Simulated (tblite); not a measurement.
C₆H₁₆N₂Si.
Geometry (GFN2-xTB, Å), atoms numbered from 1 in this order:
```xyz
25
C6H16N2Si angstrom
C      2.6092   -1.4441   -1.2800
C      1.7746   -0.4281   -1.3873
C      1.4717    0.5387   -0.2881
N      0.0319    0.7118   -0.1394
C     -0.3089    1.7562    0.8173
C     -1.8048    2.0335    0.8059
N     -0.6712   -0.4854    0.0862
C     -0.2888   -1.2985    1.2175
Si    -1.5471   -1.1277   -1.2484
H      2.8071   -2.1098   -2.1024
H      3.1441   -1.6480   -0.3655
H      1.2430   -0.2365   -2.3086
H      1.9616    0.2222    0.6489
H      1.8766    1.5201   -0.5626
H      0.0185    1.5125    1.8433
H      0.2315    2.6542    0.5050
H     -2.0335    2.8641    1.4690
H     -2.3559    1.1562    1.1316
H     -2.1237    2.2827   -0.2018
H     -1.0883   -2.0120    1.4048
H      0.6362   -1.8591    1.0368
H     -0.1571   -0.6852    2.1111
H     -1.8468    0.0229   -2.0892
H     -0.8444   -2.1661   -2.0227
H     -2.7462   -1.7502   -0.6741
```

Method: GFN2-xTB as coded in tblite; computed harmonic values from a numerical Hessian at the method's own geometry, unscaled. The method is semi-empirical: single wavenumbers can be off by several per cent or more. Modes of hydrogen on silicon can be 10 to 20 % off. One conformer, not necessarily the lowest.

Harmonic wavenumbers (cm⁻¹): 52.2, 58.4, 75.1, 110.3, 132.2, 151.6, 170.4, 188.8, 215.3, 237.0, 297.2, 305.4, 370.8, 412.4, 448.7, 515.0, 564.9, 602.6, 626.4, 685.8, 745.0, 803.5, 836.4, 844.1, 894.4, 897.0, 936.4, 966.1, 1013.0, 1026.4, 1070.0, 1079.3, 1089.9, 1114.8, 1143.5, 1150.2, 1173.8, 1218.6, 1246.9, 1261.8, 1271.9, 1311.8, 1349.0, 1402.4, 1408.6, 1417.6, 1465.3, 1481.2, 1483.9, 1490.5, 1497.6, 1508.5, 1719.8, 2151.8, 2210.2, 2312.4, 2809.0, 2821.2, 2900.0, 2918.8, 2957.6, 2975.4, 3022.4, 3038.1, 3053.7, 3057.6, 3073.7, 3090.9, 3125.2.

A = 1615, B = 1090, C = 833.0 MHz; mass 144.108 u (most abundant isotopes); point group C1, symmetry number 1.

**Question.** What is the zero-point energy?

**Answer.** ½Σν̃ = 45529 cm⁻¹ = 130.17 kcal/mol.

**Question.** What is S at 298.15 K and 1 bar for an ideal gas of classical rigid rotors and harmonic oscillators?

**Answer.** Translation 40.83, rotation 29.77, vibration 40.73: S = 111.3 cal/(mol K).

**Question.** And Cp and H(298.15 K) − H(0)?

**Answer.** Cp = 48.65 cal/(mol K), of which vibrations give 40.70 (their classical limit is 69 R = 137.1); H(298.15 K) − H(0) = 8.72 kcal/mol without the zero-point energy, 6.35 from vibrations.

**Question.** Which modes carry the vibrational entropy at 298.15 K?

**Answer.** 52.2 cm⁻¹: 4.73; 58.4 cm⁻¹: 4.51; 75.1 cm⁻¹: 4.02; 110.3 cm⁻¹: 3.26; 132.2 cm⁻¹: 2.91; 151.6 cm⁻¹: 2.65 cal/(mol K); the other 63 give 18.65 together.

**Question.** What must be added to the electronic energy to get the Gibbs energy at 298.15 K and 1 bar?

**Answer.** ZPE + [H(298.15 K) − H(0)] − T·S = 130.17 + 8.72 − 33.20 = 105.69 kcal/mol.

**Question.** How do the functions run with temperature in this model?

**Answer.** 
```csv
T (K),S (cal/(mol K)),Cp (cal/(mol K)),H − H(0) (kcal/mol),G − H(0) (kcal/mol),ln q(vib)
100,74.1,23.9,1.54,-5.87,2.40
200,94.6,36.2,4.56,-14.36,6.19
300,111.6,48.9,8.81,-24.68,9.85
500,142.4,72.7,21.06,-50.15,16.87
800,182.3,96.9,46.79,-99.03,26.82
1000,205.1,107.6,67.28,-137.81,32.98
```

q(vib) and H(0) count from the zero-point level.

**Question.** Blend soft modes into free rotors: weight 1/[1 + (100 cm⁻¹/ν̃)⁴] for the oscillator and the rest for a rotor with moment μB/(μ + B), μ = h/(8π²ν), B = 10⁻⁴⁴ kg m². What vibrational entropy results?

**Answer.** 37.61 cal/(mol K) in place of 40.73, which changes −T·S at 298.15 K by +0.93 kcal/mol.

Hindered rotation and anharmonicity are outside this model. Other conformers, if any are populated, would add a mixing term that is left out. The structure is chiral; the term R ln 2 for an equal mix with its mirror image is left out.
